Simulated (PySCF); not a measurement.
## Two-dimensional NMR puzzle

Compound of formula C$_{8}$H$_{9}$F$_{3}$. Correlations simulated from computed shifts and couplings:

HSQC (one-bond C–H):
```tsv
δH	δC	1J(C,H) (Hz)
5.94	149.1	159
5.63	117.4	171
5.46	125.1	165
5.41	117.4	168
5.37	125.1	169
2.96	53.5	142
2.72	38.1	142
2.72	38.2	149
2.44	38.2	140
```

COSY cross peaks (|J| ≥ 2 Hz):
```tsv
δH	δH	abs. J (Hz)	bonds
5.94	5.46	17.8	3
5.94	5.37	11.1	3
5.94	2.72	11.2	3
5.63	2.96	3.5	4
5.63	2.72	2.9	4
5.63	2.44	4.2	4
5.41	2.96	3.9	4
5.41	2.72	2.2	4
5.41	2.44	3.7	4
2.96	2.72	9.3	3
2.96	2.72	3.9	4
2.96	2.44	2.9	4
2.72	2.72	10.0	3
2.72	2.44	9.9	3
2.72	2.44	18.0	2
```

HMBC (two and three bonds, |J| ≥ 2.5 Hz):
```tsv
δH	δC [abs. J in Hz]
5.94	53.5 [2.7], 38.2 [2.9], 38.1 [5.1]
5.63	147.4 [2.6], 53.5 [7.1], 38.2 [12.4]
5.46	38.1 [8.3]
5.41	53.5 [11.8], 38.2 [7.7]
5.37	38.1 [13.3]
2.96	149.1 [6.1], 147.4 [7.8], 130.5 [7.0], 117.4 [4.1], 38.1 [4.8]
2.72	130.5 [5.4], 125.1 [6.6], 53.5 [3.7], 38.2 [3.7]
2.72	147.4 [5.4], 117.4 [3.5], 53.5 [9.7]
2.44	149.1 [6.7], 147.4 [8.2], 117.4 [4.6], 38.1 [5.1]
```

Carbons without hydrogens: δ 147.4, 130.5.

PySCF 2.14.0 with density-fitted response routines calculation with geometry from PBE0-D3(BJ)/def2-SVP, couplings computed with B3LYP/pcJ-1 (spin–dipole term only in couplings to heteroatoms) and NMR shieldings at PBE0/pcSseg-1/GIAO; rapidly exchanging positions averaged, non-relativistic, gas phase, a single conformation.

Referencing at the same level of theory: TMS for 1H (31.27 ppm), 13C (184.41 ppm).

Exchangeable hydrogens are left out of these lists, and C,H couplings along chains are those of one rotamer, so weak HMBC peaks may be missing or extra.

Which molecule is this?

Results:

`C=C[C@@H]1CC(=C)[C@H]1C(F)(F)F`.

Atom-mapped SMILES (the numbers label the heavy atoms): `[CH2:1]=[CH:2][C@@H:3]1[CH2:4][C:5](=[CH2:6])[C@H:7]1[C:8]([F:9])([F:10])[F:11]` (H(Xn): hydrogen on atom n). Ha(C4) is cis to C2 on the ring; Ha(C1) is cis to C3; Ha(C6) is cis to C4; Hb(C4) is trans to C2 on the ring; Hb(C1) is trans to C3; Hb(C6) is trans to C4.

1. δC 149.1 is C2, an alkene CH (δH 5.94).
2. δC 147.4 is C5, a fully substituted alkene carbon.
3. δC 130.5 is C8, a CF3 carbon.
4. δC 125.1 is C1, a terminal =CH2 carbon (δH 5.46, 5.37).
5. δC 117.4 is C6, a terminal =CH2 carbon (δH 5.41, 5.63).
6. δC 53.5 is C7, an allylic sp3 CH (δH 2.96).
7. δC 38.2 is C4, an allylic sp3 CH2 (δH 2.72, 2.44).
8. δC 38.1 is C3, an allylic sp3 CH (δH 2.72).
9. HMBC from δH 5.63 reaches the proton-free carbon C5.
10. HMBC from δH 2.96 reaches the proton-free carbons C5, C8.
11. HMBC from δH 2.72 reaches the proton-free carbon C8.
12. HMBC from δH 2.72 reaches the proton-free carbon C5.
13. COSY links 5.94–5.46, 5.94–5.37, 5.94–2.72, 5.63–2.96, 5.63–2.72, 5.63–2.44.

The shifts were computed for this structure. Such data don't tell enantiomers apart.

Common functionals overestimate the size of one-bond C–F couplings by tens of Hz; these are unscaled. Unscaled 3J(H,H) at this level run about 10 % above measured values. Shifts are as computed. Against solution values, carbons near 30 ppm lie about +2 ppm off and those near 130 ppm about +5 ppm (rms about the fit 1.9 ppm; single classes can miss by 10 ppm). Of 1328 compounds with measured shifts, 309 miss one by over three times the rms of a fit or turn the order of signals round; such compounds aren't used in these exercises. Signals without a measured value on file couldn't be tested in this way; 1H shifts scatter by 0.2 ppm about their fit, and single ones miss by 0.5 ppm. Couplings across =CH–CH2 type bonds come from one rotamer and its mirror image, and can be 1–2 Hz further off. Vicinal couplings across rotatable single bonds and in flexible rings belong to the one computed conformer; a conformer average would change them.
